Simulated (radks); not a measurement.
The numbers below are computed, except where a source is named.
Dispersion coefficients C6 (hartree bohr^6) between ground-configuration atoms and ions, from the Casimir-Polder integral (3/pi) of alpha_A(iw) alpha_B(iw). Code: a radial shooting solver on a logarithmic mesh with Libxc functionals. Model: non-relativistic Kohn-Sham, LDA (Slater exchange, Perdew-Wang correlation), spin-polarised, spherical densities, point nucleus; open shells are filled with parallel spins first (spin-orbit coupling, left out, can overturn this in heavy ions). Response by self-consistent Sternheimer equations with the Hartree and adiabatic LDA kernel. For heavy and open-shell atoms this level of theory can miss by tens of per cent.

\begin{tabular}{lrrrrrrrrrr}
C6 & He+ & Te3+ & B & Ge & Rh+ & Si & Cu & Ti+ & P2+ & Ru+ \\ \hline
He+ & 0.1251 &  &  &  &  &  &  &  &  &  \\
Te3+ & 2.562 & 59.47 &  &  &  &  &  &  &  &  \\
B & 2.857 & 77.09 & 117.7 &  &  &  &  &  &  &  \\
Ge & 5.243 & 139.9 & 212.3 & 383.4 &  &  &  &  &  &  \\
Rh+ & 3.065 & 70.32 & 90.49 & 164.3 & 83.35 &  &  &  &  &  \\
Si & 4.797 & 130.4 & 200.8 & 362.2 & 153.0 & 342.7 &  &  &  &  \\
Cu & 4.247 & 113.7 & 175.7 & 318.1 & 133.8 & 300.4 & 266.8 &  &  &  \\
Ti+ & 4.116 & 111.8 & 175.7 & 318.1 & 131.5 & 300.6 & 267.9 & 269.6 &  &  \\
P2+ & 1.775 & 43.46 & 59.37 & 107.2 & 51.22 & 100.6 & 87.04 & 85.86 & 32.52 &  \\
Ru+ & 3.281 & 76.52 & 100.5 & 182.3 & 90.61 & 170.1 & 148.7 & 146.5 & 56.10 & 98.74 \\
\end{tabular}

Static polarisabilities (bohr^3): He+ (1s1) 0.3266, Te3+ ([Kr] 4d10 5s2 5p1) 11.27, B ([He] 2s2 2p1) 23.96, Ge ([Ar] 3d10 4s2 4p2) 44.28, Rh+ ([Kr] 4d8) 13.42, Si ([Ne] 3s2 3p2) 41.85, Cu ([Ar] 3d10 4s1) 41.52, Ti+ ([Ar] 3d2 4s1) 43.72, P2+ ([Ne] 3s2 3p1) 9.098, Ru+ ([Kr] 4d7) 15.60. The combination rule 2 Ca Cb / ((alpha_b/alpha_a) Ca + (alpha_a/alpha_b) Cb) gives 145.1 for Ru+-Cu, against 148.7 from the integral.
